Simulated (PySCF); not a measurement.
C3H10Si2.
Numbering: `[CH2:1]1[CH2:2][SiH2:3][SiH2:4][CH2:5]1` (hydrogens: H6, H7 on C1; H8, H9 on C2; H10, H11 on Si3; H12, H13 on Si4; H14, H15 on C5)

Geometry (GFN2-xTB, Å), atoms numbered from 1 in this order:
```xyz
15
C3H10Si2 angstrom
C      0.2164   -1.2471   -0.3467
C     -1.1547   -0.8130    0.1737
Si    -1.3470    1.0765   -0.0750
Si     0.9327    1.4520    0.0012
C      1.3400   -0.4021    0.2559
H      0.2353   -1.1444   -1.4359
H      0.3834   -2.3055   -0.1211
H     -1.2221   -1.0530    1.2371
H     -1.9355   -1.3876   -0.3253
H     -2.0204    1.3360   -1.3550
H     -2.2131    1.6330    0.9711
H      1.5044    2.2446    1.0963
H      1.5691    1.9289   -1.2349
H      1.4136   -0.6194    1.3237
H      2.2935   -0.6906   -0.1869
```

Method: TDDFT PBE0/def2-SVPD, vertical, gas phase, core orbitals frozen in the response (PySCF 2.14.0, density-fitted response routines).

Computed states:

```tsv
state	E (eV)	f
S1	6.41	0.012
S2	6.61	0.069
S3	7.27	0.138
S4	7.38	0.031
S5	7.51	0.0001
S6	7.57	0.041
S7	7.69	0.021
S8	7.70	0.062
```

Each state is given a Gaussian of 0.25 eV full width at half maximum, with ε(max) = 2.175×10⁸ f / Δν̃ (Δν̃ the width in cm⁻¹). The cross-section is σ = 3.8235×10⁻²¹ ε cm², given in Mb (10⁻¹⁸ cm²). The width is an assumption, not a result. The curve ends short of the highest state used, and states not computed would add to its high-energy end.

Task: What does the envelope look like, and where are its maxima?

Result: 
(λ (nm), σ (Mb)): (174.7, 15.98), (175.3, 10.73), (175.8, 7.43), (176.4, 4.58), (176.9, 2.96), (177.5, 1.72), (178.1, 1.01), (178.6, 0.73), (179.2, 0.67), (179.7, 0.82), (180.3, 1.27), (180.8, 1.89), (181.4, 3.00), (182.0, 4.59), (182.5, 6.31), (183.1, 8.89), (183.6, 11.41), (184.2, 14.79), (184.8, 18.34), (185.3, 21.25), (185.9, 24.40), (186.4, 26.55), (187.0, 28.35), (187.5, 29.09), (188.1, 29.03), (188.7, 28.01), (189.2, 26.55), (189.8, 24.25), (190.3, 22.07), (190.9, 19.34), (191.5, 16.67), (192.0, 14.60), (192.6, 12.36), (193.1, 10.71), (193.7, 8.99), (194.2, 7.75), (194.8, 6.46), (195.4, 5.34), (195.9, 4.52), (196.5, 3.65), (197.0, 3.02), (197.6, 2.36), (198.2, 1.80), (198.7, 1.41), (199.3, 1.03), (199.8, 0.78), (200.4, 0.54), (200.9, 0.39), (201.5, 0.26), (202.1, 0.17), (202.6, 0.12), (203.2, 0.07), (203.7, 0.05), (204.3, 0.03), (204.9, 0.02), (205.4, 0.01)

Maxima: 188 nm (6.60 eV), ε about 7600, made up of S2 (97%) (ε in L mol⁻¹ cm⁻¹; maxima over ε = 5, shares over 10%). At its high-energy end, 7.10 eV, the curve is still rising (ε about 4400, from S3).

Task: Does any computed singlet lie in the visible range?

Result: No computed singlet lies in the visible range (380 to 750 nm); the lowest, at 193 nm, stands 3.15 eV above its violet end (3.26 eV).

Task: On this curve, what absorbance would a 10⁻⁵ mol/L sample give at 193 nm over a 1 cm path?

Result: 193 nm is 6.424 eV, where ε is about 2900 L mol⁻¹ cm⁻¹, so A = ε c l ≈ 0.029 (Beer–Lambert, with the gas-phase spectrum and the assumed width).

Task: What would ε be at 6.60 eV, the highest of these maxima, with half the width (0.125 eV)?

Result: About 14600 L mol⁻¹ cm⁻¹ against 7630, a factor of about 1.9; a lone state at its own centre would give exactly 2.

One conformer stands for the species.
